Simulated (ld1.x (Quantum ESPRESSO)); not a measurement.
## Cd: PAW pseudisation with PBE, fully relativistic reference atom.

- Element: Cd
- Generator: ld1.x (Quantum ESPRESSO) 7.5
- Type: PAW
- Functional: PBE
- Relativity: fully relativistic
- Frozen core: [Kr]
- Valence charge: 12
- Reference configuration: 4d10 5s0 5p0 (charge +2)
- Partial waves: 5s (bound, empty): rcut 1.75, rcutus 2.25 bohr; 5s channel at 0.15 Ry: rcut 1.75, rcutus 2.25 bohr; 5p (bound, empty): rcut 2.15, rcutus 2.45 bohr; 5p channel at 1.5 Ry: rcut 2.15, rcutus 2.45 bohr; 4d (bound): rcut 1.00, rcutus 1.35 bohr; 4d channel at -1.9 Ry: rcut 1.00, rcutus 1.35 bohr
- Local potential: all-electron potential smoothed inside 1.40 bohr (lloc = -1)
- Core correction: Bessel-smoothed model core inside 1.15 bohr
- Augmentation charge: PSQ, inside the norm-conserving radii

Open shells are filled in proportion to 2j + 1 (rel_dist='average').

All-electron outer shells of the reference configuration (PBE, scalar-relativistic, ld1.x):

```csv
shell,level (eV),outermost node (bohr),outermost maximum (bohr)
4p,-85.90,0.43,0.84
4d,-30.44,0.42,0.98
5s,-21.31,1.06,2.15
5p,-14.59,1.18,2.60
```

Problem. Does the generator finish with these settings?

Solution. No. ld1.x (Quantum ESPRESSO) 7.5 stopped with "new_paw_hamiltonian: negative rho": the spherical valence density built from the smooth waves and the augmentation charge turned negative at some radius.
